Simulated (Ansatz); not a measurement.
C2H8Si2, SMILES `[SiH3][SiH]1CC1` (charge 0, multiplicity 1).

Method: frozen-core CCSDT(Q)/6-31g // B3LYP-D3(BJ)/def2-TZVP (Ansatz, a first-principles code).

Ansatz 0.2 input:
```yaml
crystal:
  periodic: [false, false, false]
  atoms:
    - { symbol: Si, position_ang: [2.108763, 0.140713, -0.047402] }
    - { symbol: Si, position_ang: [-0.122672, 0.74947, -0.233161] }
    - { symbol: C, position_ang: [-1.379758, -0.573152, -0.624879] }
    - { symbol: C, position_ang: [-1.376289, -0.116639, 0.844292] }
    - { symbol: H, position_ang: [2.822695, 0.977147, 0.947897] }
    - { symbol: H, position_ang: [2.149788, -1.27408, 0.396922] }
    - { symbol: H, position_ang: [2.817216, 0.257008, -1.34529] }
    - { symbol: H, position_ang: [-0.451562, 2.124923, -0.66045] }
    - { symbol: H, position_ang: [-2.248806, -0.302558, -1.213136] }
    - { symbol: H, position_ang: [-1.041345, -1.58415, -0.818295] }
    - { symbol: H, position_ang: [-2.243575, 0.439967, 1.179691] }
    - { symbol: H, position_ang: [-1.03492, -0.840409, 1.574811] }
basis:
  gaussian: { orbitals: "6-31g" }
correlation:
  method: ccsdt_q
```

Output:

```
Functional definition: HF
1405 factors; integrals over basis functions are off by at most 1.3e-7 eV
mean field evaluation 1: about -17904.7793 eV, gradient 2.3e1 eV
mean field evaluation 2: about -17904.7812 eV, gradient 2.3e1 eV
mean field evaluation 4: about -17906.5595 eV, gradient 2.5e0 eV
mean field evaluation 8: about -17906.5825 eV, gradient 1.5e-4 eV
mean field -17906.58247194 eV, -658.0547683264 hartree, gradient 1.3e-6 eV, S^2 0.000000; 0 other end points of the search recorded, 0 dependent functions left out
12 core orbitals not correlated
reference -17906.58247194 eV, -658.0547683264 hartree; 12, 12 occupied and 36, 36 virtual orbitals, 1405 factors
second order -7.99717927 eV of doubles, -0.00000000 eV of singles
cycle   1  -8.91771170 eV  change   -9.2e-1 eV  update   9.5e-2
cycle   2  -9.56994246 eV  change   -6.5e-1 eV  update   3.9e-2
cycle   3  -9.68667176 eV  change   -1.2e-1 eV  update   1.5e-2
cycle   4  -9.67813782 eV  change    8.5e-3 eV  update   4.2e-3
cycle   5  -9.67977664 eV  change   -1.6e-3 eV  update   1.8e-3
cycle   6  -9.68019923 eV  change   -4.2e-4 eV  update   5.2e-4
cycle   7  -9.67996124 eV  change    2.4e-4 eV  update   2.2e-4
cycle   8  -9.67999333 eV  change   -3.2e-5 eV  update   7.3e-5
cycle   9  -9.68004387 eV  change   -5.1e-5 eV  update   2.8e-5
cycle  10  -9.68003908 eV  change    4.8e-6 eV  update   9.3e-6
cycle  11  -9.68003058 eV  change    8.5e-6 eV  update   3.7e-6
cycle  12  -9.68003159 eV  change   -1.0e-6 eV  update   1.4e-6
perturbative correction -0.01542889 eV, -0.0005670013 hartree
Total energy: -17916.27793242 eV, -658.4110699271 hartree
```
